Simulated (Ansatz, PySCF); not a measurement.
Molecule: SiN3H6, net charge 0, doublet state. SMILES: [NH][SiH](N)N
Geometry from a B3LYP-D3(BJ)/def2-TZVP (Ansatz, an electronic-structure program) optimisation:
```xyz
10

N     -1.2336     1.1137    -0.5133
Si     0.0195     0.1760     0.2815
N      1.3689     0.0572    -0.7683
N     -0.3944    -1.4291     0.6948
H     -0.9120     1.9685    -0.9743
H      0.1932     0.8802     1.5825
H      2.1083    -0.6027    -0.5879
H      1.6721     0.8176    -1.3530
H     -0.9359    -1.6109     1.5249
H     -0.5847    -2.1093    -0.0250
```
Charge 0, spin multiplicity 2.

Wanted: atomisation energy, in kcal/mol. Terms: UHF or UKS for open shells; frozen cores in correlated levels; atomisation electronic, to ground-state atoms; no dispersion term unless named; no spin-orbit coupling; non-relativistic. Basis-set limits of correlation are two-point, X^-3; Hartree-Fock from the larger set. First-principles rows: single points at B3LYP-D3(BJ) geometries (Ansatz).

```
species        coefficient  E at BP86/def2-SVP (PySCF), Eh  E at B3LYP/def2-TZVPD (Ansatz), Eh
-------------  -----------  ------------------------------  ----------------------------------
[NH][SiH](N)N           -1                      -457.16386                          -457.48817
H atom                  +6                        -0.49913                            -0.50215
N atom                  +3                       -54.52739                           -54.60405
Si atom                 +1                      -289.29781                          -289.39218
```

Coupled cluster (Ansatz) is a level with limits of its own, used here on species with T1 under 0.025 (0.045 for open shells) and stable references: CCSD(T)/CBS(aug-cc-pV(T+d)Z,aug-cc-pV(Q+d)Z). Value to compare with, CCSD(T)/CBS(aug-cc-pV(T+d)Z,aug-cc-pV(Q+d)Z) (Ansatz): 798.2 kcal/mol. 1 Eh = 627.5095 kcal/mol.

Q: Work the quantity out at each level, and compare with CCSD(T)/CBS(aug-cc-pV(T+d)Z,aug-cc-pV(Q+d)Z) (Ansatz).

A: 
- BP86/def2-SVP: the sum of coefficient times E is 1.28910 Eh, or 808.92 kcal/mol. Result: 808.9 kcal/mol. Its difference against CCSD(T)/CBS(aug-cc-pV(T+d)Z,aug-cc-pV(Q+d)Z) (Ansatz) is 10.7 kcal/mol.
- B3LYP/def2-TZVPD: the sum of coefficient times E is 1.27094 Eh, or 797.53 kcal/mol. Result: 797.5 kcal/mol. Its difference against CCSD(T)/CBS(aug-cc-pV(T+d)Z,aug-cc-pV(Q+d)Z) (Ansatz) is -0.7 kcal/mol.
